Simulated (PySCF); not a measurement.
Compound: C₆H₁₂N (doublet state).
Structure used (GFN2-xTB), in Å, numbered top down from 1:
```
atom  x, y, z in Å
C1    -0.9458   -0.9913    1.2563
C2    -0.7678    0.0819    0.2579
C3    -1.8432   -0.1715   -0.7727
C4    -2.9520    0.5389   -0.8820
C5     0.6236    0.0490   -0.3871
N6     1.6153    0.4394    0.5937
C7     2.9697    0.3819    0.0911
H8    -0.6295   -1.9917    1.0246
H9    -1.6042   -0.8518    2.0911
H10   -0.9226    1.0613    0.7173
H11   -1.6726   -1.0333   -1.4038
H12   -3.1430    1.3940   -0.2550
H13   -3.7117    0.2987   -1.6069
H14    0.6661    0.7668   -1.2129
H15    0.8093   -0.9582   -0.8035
H16    1.5165   -0.1568    1.4123
H17    3.0671    1.0957   -0.7278
H18    3.2582   -0.6124   -0.2852
H19    3.6567    0.6687    0.8852
```

The hyperfine couplings belong to this conformer and change with its torsions.

Identity: `[CH2][C@H](C=C)CNC` [radical].

The calculation used UKS B3LYP, pcH-1 on C H N, non-relativistic, mean-field spin-orbit, GIAO in PySCF. One conformer (not necessarily the lowest) at the GFN2-xTB geometry, without solvent, vibrations or thermal averaging. Couplings are sensitive to structure, and on GFN2-xTB geometries they can be far from those on DFT ones. Stability of the SCF solution: not tested.

Task: Match the computed a_iso(13C) values +92.0, +76.5, -25.4, +19.0, +6.8, -0.6 MHz with the sites C1; C2; C3; C4; C5; C7.

Result: 
```csv
site,a_iso (MHz),ρ(0) (bohr⁻³),position,distance from C1 (Å),spin population,largest |T| (MHz)
C1,+92.0,+0.0819,largest spin population,0.00,+1.04,157.1
C2,-25.4,-0.0226,1 bond from C1,1.48,-0.07,2.8
C3,+76.5,+0.0681,2 bonds from C1,2.37,-0.01,13.5
C4,+6.8,+0.0061,3 bonds from C1,3.31,+0.09,13.8
C5,+19.0,+0.0169,2 bonds from C1,2.50,+0.01,4.6
C7,-0.6,-0.0005,4 bonds from C1,4.31,0.00,0.5
```

ρ(0) is the spin density at the nucleus and T the dipolar tensor; entries for several nuclei are means. The Mulliken spin populations are largest on C1 (+1.04), C4 (+0.09) and C2 (-0.07). No atom but C1 exceeds +0.15. The angles at C1 add up to 358.1°, so it is nearly planar; its axial dipolar tensor and the negative couplings of its protons fit spin in a p orbital normal to that plane.

Means are taken over nuclei equivalent by connectivity, which assumes that they swap fast.
